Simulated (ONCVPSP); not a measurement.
# u(r) = r·R(r): atom against pseudo-atom (Tc)

Columns: radius, all-electron u(r) and pseudo u(r) of the 4s shell (level -73.39 eV) of technetium in the configuration [Ar] 3d10 4s2 4p6 4d5 5s2; LDA (Perdew-Wang 92), scalar-relativistic, ONCV scheme, ONCVPSP 4.0.1.

```json
{"r (bohr)": "0.113", "all-electron": "0.3836", "pseudo": "0.1286"}
{"r (bohr)": "0.225", "all-electron": "-0.3604", "pseudo": "0.2663"}
{"r (bohr)": "0.338", "all-electron": "-0.6039", "pseudo": "0.4201"}
{"r (bohr)": "0.450", "all-electron": "-0.2248", "pseudo": "0.5830"}
{"r (bohr)": "0.563", "all-electron": "0.3162", "pseudo": "0.7448"}
{"r (bohr)": "0.675", "all-electron": "0.7515", "pseudo": "0.8847"}
{"r (bohr)": "0.788", "all-electron": "1.0171", "pseudo": "0.9873"}
{"r (bohr)": "0.900", "all-electron": "1.1242", "pseudo": "1.0387"}
{"r (bohr)": "1.013", "all-electron": "1.1184", "pseudo": "1.0366"}
{"r (bohr)": "1.125", "all-electron": "1.0430", "pseudo": "0.9866"}
{"r (bohr)": "1.238", "all-electron": "0.9307", "pseudo": "0.8999"}
{"r (bohr)": "1.350", "all-electron": "0.8065", "pseudo": "0.7930"}
{"r (bohr)": "1.463", "all-electron": "0.6826", "pseudo": "0.6782"}
{"r (bohr)": "1.575", "all-electron": "0.5691", "pseudo": "0.5681"}
{"r (bohr)": "1.688", "all-electron": "0.4677", "pseudo": "0.4676"}
{"r (bohr)": "1.800", "all-electron": "0.3813", "pseudo": "0.3812"}
{"r (bohr)": "1.913", "all-electron": "0.3078", "pseudo": "0.3078"}
{"r (bohr)": "2.025", "all-electron": "0.2474", "pseudo": "0.2474"}
{"r (bohr)": "2.138", "all-electron": "0.1974", "pseudo": "0.1974"}
{"r (bohr)": "2.250", "all-electron": "0.1572", "pseudo": "0.1572"}
{"r (bohr)": "2.363", "all-electron": "0.1245", "pseudo": "0.1245"}
{"r (bohr)": "2.475", "all-electron": "0.0985", "pseudo": "0.0985"}
{"r (bohr)": "2.588", "all-electron": "0.0776", "pseudo": "0.0775"}
{"r (bohr)": "2.700", "all-electron": "0.0611", "pseudo": "0.0611"}
{"r (bohr)": "2.813", "all-electron": "0.0479", "pseudo": "0.0479"}
{"r (bohr)": "2.925", "all-electron": "0.0376", "pseudo": "0.0376"}
```

(1) How many radial nodes do the two functions have?

(2) At about which radius was the pseudo-wave matched?

(3) Is the pseudo-wave norm-conserving?

Answers

(1) The all-electron 4s function has n − l − 1 = 3 (the table is too coarse to show those close to the nucleus); the pseudo-wave has 0, since the states of the same l below it are removed with the core.

(2) 1.80 bohr, where the columns begin to agree (steps of 0.11 bohr).

(3) Yes: the ONCV scheme keeps the norm inside the radius equal to the all-electron one, which fixes the energy derivative of the logarithmic derivative at the level.
